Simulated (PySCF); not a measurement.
Bonding in `C#CC1=C(C[SiH2]Cl)C=CC1`

C₈H₉ClSi.
Atom-mapped SMILES: `[CH:1]#[C:2][C:3]1=[C:4]([CH2:5][SiH2:6][Cl:7])[CH:8]=[CH:9][CH2:10]1` (hydrogens: H11 on C1; H12, H13 on C5; H14, H15 on Si6; H16 on C8; H17 on C9; H18, H19 on C10)

Geometry (GFN2-xTB, Å), atoms numbered from 1 in this order:
```xyz
19
C8H9ClSi angstrom
C     -0.250    3.162   -0.581
C     -0.539    2.006   -0.418
C     -0.880    0.663   -0.223
C     -0.076   -0.421   -0.368
C      1.359   -0.436   -0.746
Si     2.463   -0.550    0.807
Cl     4.393   -0.620    0.214
C     -0.843   -1.604   -0.046
C     -2.097   -1.264    0.280
C     -2.253    0.218    0.197
H      0.002    4.170   -0.723
H      1.598    0.474   -1.299
H      1.557   -1.286   -1.403
H      2.175   -1.776    1.549
H      2.272    0.626    1.650
H     -0.433   -2.599   -0.078
H     -2.901   -1.919    0.562
H     -3.011    0.509   -0.534
H     -2.545    0.656    1.154
```

Bond orders from the PBE0/pcSseg-1 density (PySCF). One conformer (not necessarily the lowest) at the GFN2-xTB geometry, without solvent, vibrations or thermal averaging.

Q: Where do the orders between heavy atoms depart from those drawn in the SMILES?

A: The largest departure is 0.735, at C1–C2 (drawn triple, 2.265). Drawn single, order above 1.12: C4–C8 (1.123). Drawn double or triple, more than 0.30 short of the drawn order: C1–C2 (2.265) and C3–C4 (1.610).

Q: Give the Mayer order of every bond, beside its length.

A: 
```tsv
bond	drawn as	length (Å)	Mayer order
C1–C2	triple	1.203	2.265
C2–C3	single	1.399	1.051
C3–C4	double	1.358	1.610
C4–C5	single	1.484	1.073
C5–Si6	single	1.909	0.889
Si6–Cl7	single	2.020	0.957
C4–C8	single	1.446	1.123
C8–C9	double	1.340	1.748
C9–C10	single	1.492	1.070
C10–C3	single	1.503	1.063
C1–H11	single	1.049	1.163
C5–H12	single	1.092	0.927
C5–H13	single	1.092	0.926
Si6–H14	single	1.462	0.934
Si6–H15	single	1.460	0.939
C8–H16	single	1.076	0.990
C9–H17	single	1.075	0.979
C10–H18	single	1.093	0.906
C10–H19	single	1.092	0.908
```

By pair of heavy elements: C–C: lowest C2–C3 (1.051, 1.399 Å), highest C1–C2 (2.265, 1.203 Å); in 2 of the 28 pairs the longer bond (by over 0.003 Å) has the higher order (by 0.02 or more).

Q: Sum the orders of all bonds at each heavy atom with more than one neighbour and set the sums beside the valence in the SMILES.

A: C1 3.428 (drawn 4), C2 3.316 (drawn 4), C3 3.724 (drawn 4), C4 3.806 (drawn 4), C5 3.815 (drawn 4), Si6 3.719 (drawn 4), C8 3.861 (drawn 4), C9 3.797 (drawn 4), C10 3.947 (drawn 4). Orders between atoms that aren't bonded are not in these sums.

For a closed shell the Mayer order of atoms A and B is Σ (PS)μν (PS)νμ over the basis functions μ on A and ν on B, with P the density and S the overlap matrix.
